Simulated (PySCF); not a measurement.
Ligands exchanged one at a time, B NH2-SH. All species are isolated molecules in the gas phase. One relaxed conformer stands for each flexible species; it need not be the lowest. Strings in code marks are SMILES.

Level of theory: PySCF with PBE-D3(BJ)/def2-TZVP // PBE0-D4/def2-TZVP. Excitations are Tamm–Dancoff values on a coarser integration grid. The basis has no diffuse functions, so Rydberg states are missing or too high.

```csv
species,HOMO–LUMO gap (eV),S1 excitation (TDA) (eV)
0 of 3 NH2 replaced by SH,5.18,5.25
1 of 3 NH2 replaced by SH (`NB(N)S` (N–B–S–H torsion 180°)),?,5.27
"2 of 3 NH2 replaced by SH (`NB(S)S` (S–B–S–H torsion -180°, S–B–S–H torsion 0°))",?,5.20
3 of 3 NH2 replaced by SH (`SB(S)S`),4.77,4.84
```

Question: Fill in the missing entries.

Answer: 
- 1 of 3 NH2 replaced by SH (`NB(N)S` (N–B–S–H torsion 180°)), HOMO–LUMO gap (eV): 5.16
- 2 of 3 NH2 replaced by SH (`NB(S)S` (S–B–S–H torsion -180°, S–B–S–H torsion 0°)), HOMO–LUMO gap (eV): 5.11
